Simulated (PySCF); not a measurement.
Deuteron quadrupole couplings in `CCC[C@@H]1C[SiH2]O[SiH2]1`

Compound: C5H14OSi2.
Atom-mapped SMILES: `[CH3:1][CH2:2][CH2:3][C@@H:4]1[CH2:5][SiH2:6][O:7][SiH2:8]1` (hydrogens: H9, H10, H11 on C1; H12, H13 on C2; H14, H15 on C3; H16 on C4; H17, H18 on C5; H19, H20 on Si6; H21, H22 on Si8)

Cartesian coordinates in Å at the PBE0-D3(BJ)/def2-SVP level; atoms count from 1:
```
atom  x, y, z in Å
C1    -3.983    0.061    0.372
C2    -2.687   -0.424   -0.258
C3    -1.458   -0.148    0.599
C4    -0.154   -0.653   -0.009
C5     1.089   -0.391    0.871
Si6    2.616   -0.562   -0.236
O7     1.956   -0.124   -1.718
Si8    0.283    0.042   -1.730
H9    -4.851   -0.152   -0.269
H10   -4.158   -0.426    1.344
H11   -3.957    1.148    0.549
H12   -2.752   -1.508   -0.459
H13   -2.562    0.054   -1.248
H14   -1.376    0.941    0.778
H15   -1.600   -0.603    1.597
H16   -0.241   -1.747   -0.163
H17    1.061    0.646    1.252
H18    1.109   -1.048    1.757
H19    3.139   -1.960   -0.297
H20    3.733    0.355    0.132
H21   -0.098    1.482   -1.871
H22   -0.301   -0.727   -2.868
```

Level: PBE0/pcSseg-1 (PySCF, non-relativistic); Q(2H) = 0.00286 b; rigid geometry, the same for H and D, with no vibrational averaging.

Question: Rank these positions by the coupling χzz of a deuteron there, largest first.
A. H22 (Si–H hydrogen)
B. H18 (methylene hydrogen)
C. H17 (methylene hydrogen)
D. H13 (methylene hydrogen)

Answer: B (198 kHz), C (193 kHz), D (188 kHz), A (94 kHz).

Q: Give the electric field gradient Vzz (the principal value of largest size), its asymmetry and the 2H coupling at each hydrogen.

A: 
```tsv
atom	bonded to	bond length (Å)	Vzz (au)	η	χzz (kHz)
H9	C1	1.100	0.2933	0.02	197
H10	C1	1.102	0.2900	0.02	195
H11	C1	1.102	0.2899	0.02	195
H12	C2	1.104	0.2823	0.02	190
H13	C2	1.106	0.2799	0.05	188
H14	C3	1.106	0.2795	0.03	188
H15	C3	1.106	0.2806	0.03	189
H16	C4	1.108	0.2798	0.05	188
H17	C5	1.105	0.2869	0.04	193
H18	C5	1.103	0.2940	0.03	198
H19	Si6	1.495	0.1371	0.02	92
H20	Si6	1.492	0.1386	0.02	93
H21	Si8	1.497	0.1367	0.02	92
H22	Si8	1.492	0.1394	0.02	94
```

Q: Average by the element that carries the hydrogen.

A: on C: 192 kHz over 10 positions, mean bond length 1.104 Å; on Si: 93 kHz over 4 positions, mean bond length 1.494 Å.

The structure is a single PBE0-D3(BJ)/def2-SVP conformer in the gas phase; no vibrational or solvent corrections. A larger basis could move these couplings by a tenth or more.

These values come from a run that also computed NMR shieldings. Hardware: one thread, Arm Neoverse N1 (aarch64), shared host with 64 logical CPUs at a one-minute load of 58. Cost: 98 s of wall time (with the writing of density and orbital grids), 1.0 GiB resident at most.
